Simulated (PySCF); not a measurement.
Geometries of 2 isomers of C5H5FO, from PBE0-D3(BJ)/def2-SVP geometry optimisation, gas phase (PySCF 2.14.0). One conformer each, no zero-point energy, no frequencies.

Question: Which is lower in electronic energy at this level?
A.
```xyz
12
angstrom
C     -1.184   -1.093    0.608
C     -0.483   -0.366   -0.497
C      0.814   -0.403   -0.735
C      2.086   -0.446   -1.044
F      2.994    0.390   -0.544
C     -1.326    0.474   -1.398
O     -2.519    0.571   -1.273
H     -1.633   -0.368    1.304
H     -0.499   -1.748    1.161
H     -2.014   -1.686    0.195
H      2.510   -1.186   -1.730
H     -0.765    1.007   -2.204
```
B.
```xyz
12
angstrom
O      2.416    0.548    0.433
C      1.268    0.363    0.122
C      0.312    1.313   -0.481
C     -0.921    0.779   -0.468
C     -0.966   -0.589    0.148
C      0.507   -0.964    0.286
F      0.808   -1.580    1.464
H      0.595    2.305   -0.835
H     -1.819    1.275   -0.846
H     -1.559   -1.303   -0.444
H     -1.421   -0.549    1.153
H      0.820   -1.626   -0.543
```

Answer: B. That is `O=C1C=CC[C@@H]1F`, 36.6 kcal/mol below the other.

```
          SMILES                         atoms numbered as above      E (Eh)  relative (kcal/mol)  relative (kJ/mol)  dipole (D)
O=C1C=CC[C@@H]1F  [O:1]=[C:2]1[CH:3]=[CH:4][CH2:5][C@@H:6]1[F:7]  -367.91040                  0.0                0.0        4.35
    CC(=C=CF)C=O    [CH3:1][C:2](=[C:3]=[CH:4][F:5])[CH:6]=[O:7]  -367.85203                 36.6              153.2        2.09
```

As drawn, the higher has cumulated double bonds, which the lower lacks.
